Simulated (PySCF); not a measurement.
## Electron correlation in Ti⁺ (titanium, charge +1)

[Ar] 3d3, high-spin 4F determinant (an excited configuration). Calculation: PySCF 2.14, in x2c-TZVPPall with one added diffuse shell each of s, p, d, f type (7s6p5d3f1g, 80 functions); scalar relativity by spin-free X2C-1e. Frozen: [Ne]; 11 electrons correlated.

```tsv
level	correlation energy (mhartree)
CCSD	-288.54
(T)	-6.25
CCSD(T)	-294.79
```

Diagnostics: T1 = 0.0084, D1 = 0.0210, largest double amplitude 0.024.

Task: Is a single reference adequate?

Result: Yes: T1 lies below 0.03 and no double amplitude reaches 0.07.

This basis was not built for core-valence correlation, so the inner-shell part is incomplete.
